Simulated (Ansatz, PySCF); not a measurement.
TaOBr, SMILES [O]=[Ta][Br] (connectivity only; charge and spin as stated), neutral, multiplicity 3. Atoms are numbered in the order given.

```xyz
3

Ta    -0.2940     0.7127     0.0000
O      1.0517     1.7713     0.0000
Br     0.1986    -1.7220     0.0000
```
Charge 0, spin multiplicity 3.

Coordinates come from a B3LYP-D3(BJ)/def2-TZVP optimisation. The spin state was assumed, not searched. The def2 effective core potentials stand for the cores of Ta; spin–orbit coupling is left out.

Two levels are set side by side: PBE-D3(BJ)/def2-TZVP (Ansatz, a quantum-chemistry and plane-wave program) and B3LYP-D3(BJ)/def2-TZVP (Ansatz). Each level has its own optimised geometry; the coordinates shown are those of the second. Frequencies come from the Hessian of PySCF at each geometry. Differences are taken from unrounded values.

```json
[
 {"quantity": "mean bond length (Å)", "B3LYP-D3(BJ)": "2.098"},
 {"quantity": "bond Ta1–O2 (Å)", "B3LYP-D3(BJ)": "1.712"},
 {"quantity": "bond Ta1–Br3 (Å)", "B3LYP-D3(BJ)": "2.484"},
 {"quantity": "highest harmonic wavenumber (cm⁻¹)", "B3LYP-D3(BJ)": "998"},
 {"quantity": "mean harmonic wavenumber (cm⁻¹)", "B3LYP-D3(BJ)": "462"},
 {"quantity": "zero-point energy (kcal/mol)", "B3LYP-D3(BJ)": "1.98"}
]
```

What does PBE-D3(BJ) give, and how far is it from B3LYP-D3(BJ)? (Estimate from the structure and the level; the computed values follow.)


```tsv
quantity	PBE-D3(BJ)	PBE-D3(BJ) minus B3LYP-D3(BJ)
mean bond length (Å)	2.092	-0.006
bond Ta1–O2 (Å)	1.718	0.006
bond Ta1–Br3 (Å)	2.467	-0.017
highest harmonic wavenumber (cm⁻¹)	973	-24
mean harmonic wavenumber (cm⁻¹)	456	-5
zero-point energy (kcal/mol)	1.96	-0.02
```
